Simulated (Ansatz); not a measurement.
A geometry relaxed with PBE0-D3(BJ)/def2-SVP run with Ansatz (a program for electronic structure), charge 0, multiplicity 1:

```xyz
19

Si    -0.2369     1.8470     1.7110
H      0.7287    -2.0375    -1.3917
H      3.7163    -1.0069     0.6701
H      0.0389     1.1747     3.0186
C      0.3607    -0.3747    -0.0614
C     -1.8295     0.6524    -0.2973
C     -0.5872     0.5935     0.3468
C     -1.2145    -1.2015    -1.7285
C      2.7861    -1.0059     0.0978
C      1.6772    -0.4404     0.5894
H     -1.4848    -1.8956    -2.5263
C     -2.1270    -0.2360    -1.3217
H      0.9421     2.7028     1.3787
H      2.8135    -1.4755    -0.8898
H     -2.5858     1.3887    -0.0147
F     -3.3143    -0.1672    -1.9202
H     -1.4460     2.7109     1.8555
C      0.0183    -1.2640    -1.0922
H      1.7442     0.0351     1.5758
```

Question: Write the SMILES of this molecule.

Answer: `C=Cc1ccc(F)cc1[SiH3]`
